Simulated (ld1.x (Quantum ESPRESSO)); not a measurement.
**indium: TM pseudisation with LDA (PZ), scalar-relativistic reference atom.**

| Quantity | Value |
| --- | --- |
| Element | In (Z = 49) |
| Generator | ld1.x (Quantum ESPRESSO) 7.5 |
| Type | norm-conserving Troullier–Martins (Kleinman–Bylander form) |
| Functional | LDA (PZ) |
| Relativity | scalar-relativistic |
| Frozen core | [Kr] |
| Valence charge | 13 |
| Reference configuration | 4d10 5s2 5p1 |
| Partial waves | 5s (bound): rc 2.10 bohr; 5p (bound): rc 2.65 bohr; 4d (bound): rc 1.25 bohr |
| Local potential | all-electron potential smoothed inside 1.65 bohr (lloc = -1) |
| Core correction | Bessel-smoothed model core inside 0.65 bohr |

(1) Estimate the cutoffs (Ry, on a coarse ladder) from which the occupation-weighted sum of valence levels, in a spherical-Bessel basis at the reference potential, stays within 10 and 1 mRy of its value at 400 Ry.

(2) What does a ghost test show?

(3) Which valence shell sets the plane-wave cutoff?

(4) Tests: 4d10 5s2 5p0; 4d10 5s1 5p0; 4d10 5s0 5p0; 4d10 5s1 5p2; 4d9 5s2 5p1; 4d9 5s0 5p0; 4d10 5s1 5p1. Which has the largest error in its energy relative to the reference configuration, and how large is it?

## Answers

(1) 90 Ry and 140 Ry.

(2) Ghost state, extra bound levels that the all-electron valence spectrum of the same l lacks: s at -46.3 eV. A true bound ghost makes a file unfit for plane-wave use.

(3) 4d: its level needs 90 Ry to come within 1 mRy, against 25 Ry for 5s.

(4) 4d9 5s2 5p1, with -110 meV (all-electron minus pseudo) on +25.22 eV.
